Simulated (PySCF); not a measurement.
Working out the ionisation energy of Bi²⁺

Bi²⁺ [Xe] 4f14 5d10 6s2 6p1 (2P) → Bi³⁺ [Xe] 4f14 5d10 6s2 (1S). Computed with PySCF 2.14 in aug-cc-pwCVDZ-PP with ECP60MDF, with scalar relativity through the core potential. Frozen: nothing. Energies in hartree (1 hartree = 27.21139 eV):

| part | Bi²⁺ (lower) | Bi³⁺ (upper) |
| --- | --- | --- |
| UHF | -212.727000 | -211.881133 |
| MP2 opposite-spin | -0.278931 | -0.273526 |
| MP2 same-spin | -0.153653 | -0.147092 |

Problem. What does Hartree-Fock give?

Solution. (-211.881133) − (-212.727000) = 0.845867 hartree = 23.017 eV.

Problem. What do MP2 and SCS-MP2 (6/5 opposite-spin, 1/3 same-spin) give?

Solution. The opposite-spin parts differ by 0.147 eV and the same-spin parts by 0.179 eV. MP2: 23.017 + (0.147) + (0.179) = 23.343 eV. SCS-MP2: 23.017 + 1.2 × (0.147) + (0.179)/3 = 23.253 eV.

Reference: 25.571 eV (measured; NIST Atomic Spectra Database, ionization energies), between the lowest levels; spin-orbit coupling is absent from the calculation.

A double-zeta basis recovers only part of the correlation energy.

What remains against the reference includes basis incompleteness and correlation beyond second order.
